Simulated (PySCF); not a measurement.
# SMILES C=C1CCC(=S)CS1, C6H8S2

Cartesian coordinates in Å; atom numbers follow the order of the lines, from 1:
```xyz
16

C     2.462    0.240   -0.666
C     1.277   -0.083   -0.168
C     0.347    0.882    0.502
C    -1.002    0.932   -0.218
C    -1.665   -0.402   -0.326
S    -3.022   -0.620   -1.194
C    -1.012   -1.532    0.375
S     0.689   -1.749   -0.287
H     2.838    1.246   -0.601
H     3.091   -0.490   -1.142
H     0.201    0.589    1.545
H     0.800    1.875    0.496
H    -1.678    1.618    0.302
H    -0.870    1.337   -1.227
H    -1.527   -2.473    0.188
H    -0.935   -1.360    1.451
```

Computed, not measured: PySCF 2.14.0, GIAO HF/pcSseg-1 magnetisability, rotational g tensor and spin-rotation constants, non-relativistic, gas phase. Geometry: GFN2-xTB.

Q: How diamagnetic is it, and how anisotropic?

A: Isotropic -1384 × 10⁻³⁰ J/T², or -83.4 × 10⁻⁶ cm³/mol; principal values -1563, -1301, -1289 × 10⁻³⁰ J/T², anisotropy 268 × 10⁻³⁰ J/T² (root of half the summed squared differences of the principal values). The susceptibility is in cgs units.

Q: Split it along the inertial axes a, b, c into diamagnetic and paramagnetic parts about the centre of mass, with the quadrupole moment.

A: 
| axis | χ (10⁻⁶ cm³/mol) | diamagnetic (10⁻⁶ cm³/mol) | paramagnetic (10⁻⁶ cm³/mol) | summed x² of all electrons (Å²) | quadrupole Θ (D Å) |
| --- | --- | --- | --- | --- | --- |
| a | -81.3 | -563.0 | 481.6 | 260.3 | -8.84 |
| b | -78.5 | -1267.9 | 1189.5 | 94.1 | +5.68 |
| c | -90.3 | -1503.5 | 1413.1 | 38.6 | +3.17 |

Anisotropies 2χaa − χbb − χcc = +6.1 and 2χbb − χaa − χcc = +14.8 × 10⁻⁶ cm³/mol. Θ is traceless in Buckingham's convention.

Q: And the rotational g tensor?

A: 
| axis | rotational constant (GHz) | g | nuclear part | electronic part |
| --- | --- | --- | --- | --- |
| a | 2.7957 | -0.0385 | 0.5941 | -0.6326 |
| b | 1.0065 | -0.0193 | 0.5432 | -0.5624 |
| c | 0.8372 | -0.0108 | 0.5450 | -0.5558 |

Asymmetric top; isotopes 12C, 1H, 32S; no vibrational averaging.
